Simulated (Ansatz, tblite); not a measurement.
Spin states of the cluster KPt3 (the lowest doublet isomer of a short search), each relaxed with r2SCAN-D4/def2-SVP in Ansatz. Electronic energies in the gas phase.

In the def2 sets Pt takes a core potential; there is no spin–orbit coupling. The xTB rows come from tblite. HSE06 is defined as in plane-wave codes, on full-range PBE exchange. Correlated methods freeze 5 core orbitals; core or outer-core shells of K, Pt are correlated, in sets that lack core-valence functions. The rows differ in basis, and correlated rows in double-zeta sets carry the largest basis error. In CCSD on the charge 0 doublet the largest single amplitude is 0.23, so its Hartree–Fock determinant may place the open shell otherwise than the density functionals do. HOMO above LUMO, or a gap near zero within one spin, warns that the state may not be the lowest or that an electron is smeared out. The structure comes from a short search, and lower isomers may exist.

Doublet geometry (C3v within 0.1 Å):

Cartesian coordinates in Å:
```
K -1.104 -1.272 -1.269
Pt -0.648 0.268 1.463
Pt 0.252 1.503 -0.557
Pt 1.501 -0.499 0.363
```

Quartet geometry:

```xyz
4

K     0.611   -1.260   -1.630
Pt   -0.514    1.445   -0.487
Pt    1.146    0.267    1.174
Pt   -1.243   -0.452    0.944
```

⟨S²⟩: doublet 0.82 at PBE0-D4/def2-TZVP (pure 0.75), quartet 3.80 at PBE0-D4/def2-TZVP (pure 3.75).

Run but left out: HF/def2-SVP, HF/def2-TZVP, MP2/def2-SVP, MP2/def2-TZVP (doublet: ⟨S²⟩ 1.11 to 1.22, where a pure state has 0.75).

Only these spin states were relaxed. Higher spins weren't run and may lie lower.

Q: Estimate which spin state lies lowest at each of these levels, and by how much: GFN1-xTB; GFN2-xTB; PBE-D4/def2-TZVP; revPBE-D4/def2-TZVP; r2SCAN-D4/def2-TZVP; PBE0-D4/def2-TZVP; r2SCAN0-D4/def2-TZVP; HSE06-D4/def2-TZVP; CAM-B3LYP-D4/def2-TZVP; ωB97M-V/def2-TZVP; CCSD/def2-SVP; CCSD(T)/def2-SVP.

A: 
| level | quartet − doublet (kcal/mol) | lowest of these | remarks |
| --- | --- | --- | --- |
| GFN1-xTB | 26.1 | doublet | – |
| GFN2-xTB | 23.7 | doublet | – |
| PBE-D4/def2-TZVP | 12.0 | doublet | gap within one spin near zero (quartet) |
| revPBE-D4/def2-TZVP | 12.1 | doublet | gap within one spin near zero (quartet) |
| r2SCAN-D4/def2-TZVP | 9.5 | doublet | spin-contaminated (⟨S²⟩ 0.89) (doublet) |
| PBE0-D4/def2-TZVP | 15.2 | doublet | – |
| r2SCAN0-D4/def2-TZVP | 11.8 | doublet | spin-contaminated (⟨S²⟩ 0.90) (doublet) |
| HSE06-D4/def2-TZVP | 15.0 | doublet | – |
| CAM-B3LYP-D4/def2-TZVP | 16.6 | doublet | spin-contaminated (⟨S²⟩ 0.83) (doublet) |
| ωB97M-V/def2-TZVP | 21.0 | doublet | – |
| CCSD/def2-SVP | 14.3 | doublet | large T1 (0.060) (quartet), spin-contaminated (⟨S²⟩ 1.11) (doublet), spin-contaminated (⟨S²⟩ 3.94) (quartet) |
| CCSD(T)/def2-SVP | 14.5 | doublet | large T1 (0.060) (quartet), spin-contaminated (⟨S²⟩ 1.11) (doublet), spin-contaminated (⟨S²⟩ 3.94) (quartet) |

Change of the quartet − doublet gap on mixing in exact exchange, in kcal/mol: PBE to PBE0 (25 % exact exchange) 3.2; r2SCAN to r2SCAN0 (25 % exact exchange) 2.3. The xTB methods have no spin-polarisation term.
